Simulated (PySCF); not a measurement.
Compound: C3H7BSi.
SMILES: `B[SiH2]C=C=C`

Jobs on this species (12 atoms, 44 electrons) with PySCF (density fitting). Hardware of each: one thread of an Arm Neoverse V1 (shared host). Times come from a shared host and carry two figures at best. Peak memory is the resident size of the whole Python process, interpreter and libraries included.

```json
{"level and settings": "delta-SCF UKS PBE, pcX-2 on the ionised atom, pcseg-1 elsewhere, spin-free X2C", "work": "ΔSCF core ionisation, 6 holes", "basis functions": "151", "SCF cycles": "?", "wall time": "?", "peak memory": "?"}
{"level and settings": "delta-SCF UKS SCAN, pcX-1 on the ionised atom, pcseg-1 elsewhere, spin-free X2C", "work": "ΔSCF core ionisation, 6 holes", "basis functions": "131", "SCF cycles": "114", "wall time": "29 s", "peak memory": "0.47 GiB"}
{"level and settings": "PBE0-D3(BJ)/def2-SVP, grid level 1", "work": "geometry optimisation from a GFN2-xTB start shaken at random", "basis functions": "109", "SCF cycles": "101", "wall time": "56 s", "peak memory": "0.45 GiB"}
{"level and settings": "delta-SCF UKS SCAN, pcX-2 on the ionised atom, pcseg-1 elsewhere, spin-free X2C", "work": "ΔSCF core ionisation, 6 holes", "basis functions": "151", "SCF cycles": "117", "wall time": "36 s", "peak memory": "0.48 GiB"}
{"level and settings": "delta-SCF UKS HF, pcX-2 on the ionised atom, pcseg-1 elsewhere, spin-free X2C", "work": "ΔSCF core ionisation, 6 holes", "basis functions": "151", "SCF cycles": "125", "wall time": "26 s", "peak memory": "0.54 GiB"}
{"level and settings": "delta-SCF UKS SCAN, pcX-2 on the ionised atom, pcseg-1 elsewhere, non-relativistic", "work": "ΔSCF core ionisation, 6 holes", "basis functions": "151", "SCF cycles": "117", "wall time": "35 s", "peak memory": "0.51 GiB"}
{"level and settings": "delta-SCF UKS PBE0, pcX-2 on the ionised atom, pcseg-1 elsewhere, spin-free X2C", "work": "ΔSCF core ionisation, 6 holes", "basis functions": "151", "SCF cycles": "90", "wall time": "38 s", "peak memory": "0.55 GiB"}
{"level and settings": "delta-SCF UKS B3LYP, pcX-2 on the ionised atom, pcseg-1 elsewhere, spin-free X2C", "work": "ΔSCF core ionisation, 6 holes", "basis functions": "151", "SCF cycles": "93", "wall time": "39 s", "peak memory": "0.56 GiB"}
{"level and settings": "delta-SCF UKS SCAN, def2-TZVP on the ionised atom, pcseg-1 elsewhere, spin-free X2C", "work": "ΔSCF core ionisation, 6 holes", "basis functions": "128", "SCF cycles": "111", "wall time": "32 s", "peak memory": "0.47 GiB"}
```

Task: Fill in the missing figures.

Result: 
- delta-SCF UKS PBE, pcX-2 on the ionised atom, pcseg-1 elsewhere, spin-free X2C; ΔSCF core ionisation, 6 holes: 23 s, 0.50 GiB, 108 SCF cycles

Task: What do all jobs in the table cost together?

Result: About 5.2 min; the longest takes about 18 % of that, and about 2.4 times as long as the shortest.
